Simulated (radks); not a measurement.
The numbers below are computed, except where a source is named.
The table gives one normalised radial function P(r) = r R(r) of Ru+ in [Ar] 3d10 4s1 4p6 4d7 5d1 (r in bohr). Code: a radial shooting solver on a logarithmic mesh with Libxc functionals. Model: scalar-relativistic Kohn-Sham, exchange-only r2SCAN, spin-polarised, spherical densities, finite nucleus; open shells are filled with parallel spins first (spin-orbit coupling, left out, can overturn this in heavy ions); meta-GGA in the generalised Kohn-Sham scheme; Fermi nuclear charge, rms radius 4.4809 fm.

| r | P |
|---|---|
| 0.001326 | 0.0010 |
| 0.001812 | 0.0017 |
| 0.002476 | 0.0030 |
| 0.003382 | 0.0052 |
| 0.004584 | 0.0089 |
| 0.006262 | 0.0155 |
| 0.008555 | 0.0267 |
| 0.01169 | 0.0453 |
| 0.01584 | 0.0742 |
| 0.02164 | 0.1192 |
| 0.02956 | 0.1826 |
| 0.04039 | 0.2610 |
| 0.05518 | 0.3369 |
| 0.07478 | 0.3699 |
| 0.1022 | 0.3014 |
| 0.1396 | 0.0800 |
| 0.1907 | -0.2606 |
| 0.2584 | -0.5358 |
| 0.353 | -0.4991 |
| 0.4823 | -0.0251 |
| 0.6589 | 0.6506 |
| 0.893 | 1.0600 |
| 1.22 | 0.9629 |
| 1.667 | 0.5524 |
| 2.277 | 0.1981 |
| 3.086 | 0.0425 |
| 4.216 | 0.0044 |
| 5.759 | 0.0002 |
| 7.868 | 0.0000 |
| 10.66 | 0.0000 |
| 14.57 | 0.0000 |
| 19.9 | 0.0000 |

Which n and l does it have? It may be an empty orbital.

Answer. n = 4, l = 1: the number of nodes gives n - l - 1 = 2, the rise at small r (about r^(l+1), flatter next to the nucleus through relativity) gives l, and the extent must fit the shell. The curve is that of 4p up; the table hardly tells the two spins apart. 4p up: eigenvalue -66.032 eV, 2 radial nodes at r = 0.151, 0.488 bohr, <r> = 1.11 bohr, 90 % of the charge inside 1.64 bohr.
